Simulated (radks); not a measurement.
Task: All-electron atom: Ag19+ in [Ar] 3d10. All-electron calculation, Dirac Kohn-Sham, exchange-only PBE, spin-unpolarised, spherical densities, finite nucleus; Fermi nuclear charge, rms radius 4.5454 fm. Program: a radial shooting solver on a logarithmic mesh with Libxc functionals.

Spin-orbit splittings of the eigenvalues, e(l+1/2) - e(l-1/2), with zeta = 2 splitting/(2l+1) and mean radii in bohr:

shell  occ.  splitting (eV)  zeta (eV)  <r> j=l-1/2  <r> j=l+1/2
2p        6               ?          ?       0.1139       0.1190
3p        6           32.13      21.42       0.3539       0.3641
3d       10           6.614      2.646       0.3337       0.3369

Estimate the 2p splitting.

Result: 176.0 eV (zeta = 117.3 eV).
